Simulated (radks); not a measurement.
The nuclear charge of neutral arsenic is varied continuously with 33 electrons held in [Ar] 3d10 4s2 4p3. Method: Dirac Kohn-Sham, LDA (Slater exchange, Perdew-Wang correlation), spin-unpolarised, spherical densities, finite nucleus; open shells fill j = l - 1/2 first; Fermi nuclear charge, rms radius 4.0968 fm; computed with a radial shooting solver on a logarithmic mesh with Libxc functionals. By the Hellmann-Feynman theorem dE/dZ = E(electron-nucleus)/Z, the electronic potential at the nucleus (averaged over a nucleus of fixed radius).

| Z | E (hartree) | E(electron-nucleus)/Z (hartree) | HOMO | e(HOMO) (eV) | <r> HOMO (bohr) |
|---|---|---|---|---|---|
| 32.75 | -2216.76872 | -163.552 | 4p3/2 | -3.132 | 2.740 |
| 33 | -2257.87009 | -165.258 | 4p3/2 | -5.189 | 2.570 |
| 33.25 | -2299.39759 | -166.961 | 4p3/2 | -7.458 | 2.432 |
| 33.5 | -2341.35061 | -168.662 | 4p3/2 | -9.919 | 2.316 |
| 33.75 | -2383.72870 | -170.362 | 4p3/2 | -12.558 | 2.217 |
| 34 | -2426.53156 | -172.061 | 4p3/2 | -15.364 | 2.130 |

The central difference of E at Z = 33 is -165.258 hartree, to compare with the third column; the second derivative is -6.82 hartree.
